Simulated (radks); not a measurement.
Task: The mean radii <r> (bohr) of the occupied orbitals of an atom or ion are listed with their occupations. All-electron calculation, Dirac Kohn-Sham, LB94 model potential, spin-unpolarised, spherical densities, finite nucleus; Fermi nuclear charge, rms radius of each element as measured or else 0.836 A^(1/3) + 0.57 fm. Program: a radial shooting solver on a logarithmic mesh with Libxc functionals.

| orbital | occ. | <r> |
|---|---|---|
| 1s1/2 | 2 | 0.03035 |
| 2s1/2 | 2 | 0.1308 |
| 2p1/2 | 2 | 0.1107 |
| 2p3/2 | 4 | 0.1159 |
| 3s1/2 | 2 | 0.3547 |
| 3p1/2 | 2 | 0.3449 |
| 3p3/2 | 4 | 0.3555 |
| 3d3/2 | 4 | 0.3247 |
| 3d5/2 | 6 | 0.3280 |
| 4s1/2 | 2 | 0.7601 |

Name the element and its charge. Open shells, if any, fill j = l - 1/2 first.

Result: Z = 48, cadmium, charge +18: Cd18+ in [Ar] 3d10 4s2. The 1s radius gives Z: for a bare nucleus <r> = (2 gamma + 1)/(2Z) with gamma = sqrt(1 - (Z/c)^2), 0.02993 bohr for Z = 48, and screening makes it slightly larger (0.03035 here). The occupations add up to 30, and the charge is Z minus that.
